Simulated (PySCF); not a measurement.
BaF, charge +1, singlet, geometry from GFN2-xTB (such geometries of metal compounds can be far from the true shape) (core potentials on Ba). Base run: PySCF with TPSS/def2-TZVP.

Here is a job for PySCF.
```python
from pyscf import gto, scf, dft

mol = gto.M(
    atom='''
Ba   -0.00000000   -0.00000000   -0.32543584
F     0.00000000    0.00000000    2.02493413
''',
    basis='def2-tzvp',
    ecp={'Ba': 'def2-tzvp'},
    charge=1,
    verbose=4,
)

mf = dft.RKS(mol)
mf.xc = 'tpss'
mf.kernel()
mf.analyze()
```

Variants of this job, named by their change:

```json
[
 {"change": "base", "ΔE vs base (µEh)": "0.0", "grid points": "38192", "electrons on the grid": "17.99999"},
 {"change": "grids.level = 5", "ΔE vs base (µEh)": "-15.1", "grid points": "94880", "electrons on the grid": "18.00000"},
 {"change": "grids.level = 7", "ΔE vs base (µEh)": "-13.2", "grid points": "186760", "electrons on the grid": "18.00000"},
 {"change": "grids.atom_grid = (50, 194)", "ΔE vs base (µEh)": "-243", "grid points": "12920", "electrons on the grid": "18.00001"},
 {"change": "grids.level = 1", "ΔE vs base (µEh)": "-325", "grid points": "14176", "electrons on the grid": "17.99991"},
 {"change": "grids.prune = dft.gen_grid.treutler_prune", "ΔE vs base (µEh)": "-8.2", "grid points": "35440", "electrons on the grid": "17.99999"},
 {"change": "grids.atom_grid = (75, 302)", "ΔE vs base (µEh)": "-86.9", "grid points": "27952", "electrons on the grid": "18.00002"},
 {"change": "grids.level = 4", "ΔE vs base (µEh)": "-10.7", "grid points": "63488", "electrons on the grid": "18.00000"},
 {"change": "grids.prune = off", "ΔE vs base (µEh)": "-5.9", "grid points": "66056", "electrons on the grid": "18.00000"},
 {"change": "grids.radi_method = gauss_chebyshev", "ΔE vs base (µEh)": "-18.2", "grid points": "34360", "electrons on the grid": "18.00000"},
 {"change": "grids.atom_grid = (99, 590)", "ΔE vs base (µEh)": "-20.5", "grid points": "61792", "electrons on the grid": "18.00000"}
]
```
